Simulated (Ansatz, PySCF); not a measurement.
Species: TeCl, net charge 0, doublet state. 
Structure (B3LYP-D3(BJ)/def2-TZVP (Ansatz, an electronic-structure program) minimum search):
```xyz
2

Te     0.0000     0.0000    -0.5765
Cl     0.0000     0.0000     1.7634
```
Charge 0, spin multiplicity 2.

Total electronic energies in hartree. Valence correlation only, unless marked. Open shells are spin-unrestricted. Spin-orbit coupling is left out. The frozen core is the preceding noble-gas configuration, with the filled d and f shells of earlier blocks. Past Kr the def2 sets carry scalar-relativistic core potentials. STO-3G rows are all-electron and non-relativistic. Basis-set limits of correlation are two-point, X^-3; Hartree-Fock from the larger set. The bracket is a focal-point correction in the basis named.

```
level                                                               program  energy (Eh)
-----------------------------------------------------------  --------------  -----------
HF/def2-QZVPP                                                        Ansatz   -726.54355
SVWN5/def2-TZVPD                                                     Ansatz            …
PBE-D3(BJ)/def2-TZVPD                                        Ansatz + dftd3   -728.04621
BLYP-D3(BJ)/def2-TZVPD                                       Ansatz + dftd3            …
TPSS-D4/def2-TZVPD                                            PySCF + dftd4   -728.15873
B3LYP-D3(BJ)/def2-TZVPD                                      Ansatz + dftd3            …
PBE0/def2-SVP                                                        Ansatz   -727.92104
PBE0/def2-TZVPD                                                       PySCF   -728.09602
BHLYP-D4/def2-TZVPD                                          Ansatz + dftd4   -728.18350
TPSSh-D3(BJ)/def2-TZVPD                                       PySCF + dftd3   -728.16835
TPSSh/def2-TZVPD                                                      PySCF   -728.16654
r2SCAN0-D4/def2-TZVPD                                        Ansatz + dftd4   -728.27834
r2SCAN0/def2-TZVPD                                                   Ansatz   -728.27795
LC-wPBE-D4/def2-TZVPD                                        Ansatz + dftd4   -728.14302
wB97M-V/def2-TZVPD                                                   Ansatz   -728.18753
RPA@PBE/def2-QZVPP                                                   Ansatz   -727.09161
MP2/STO-3G                                                           Ansatz  -7001.74000
RI-MP2/def2-TZVPPD                                                   Ansatz   -726.82422
CCSD/def2-QZVPPD                                                     Ansatz   -726.89854
CCSD(T)/def2-SVP                                                     Ansatz   -726.59114
RI-MP2/CBS(def2-TZVPPD,def2-QZVPPD)+[CCSD(T)-MP2]/def2-SVPD          Ansatz    -726.9257
RI-MP2/CBS(def2-TZVPP,def2-QZVPP)+[CCSD(T)-MP2]/def2-TZVPP           Ansatz    -726.9395
CCSD(T)/CBS(def2-TZVPPD,def2-QZVPPD)                                 Ansatz    -726.9394
```

Q: What belongs in the gaps?

A: 
- SVWN5/def2-TZVPD, energy (Eh): -726.37271
- BLYP-D3(BJ)/def2-TZVPD, energy (Eh): -728.19356
- B3LYP-D3(BJ)/def2-TZVPD, energy (Eh): -728.34492
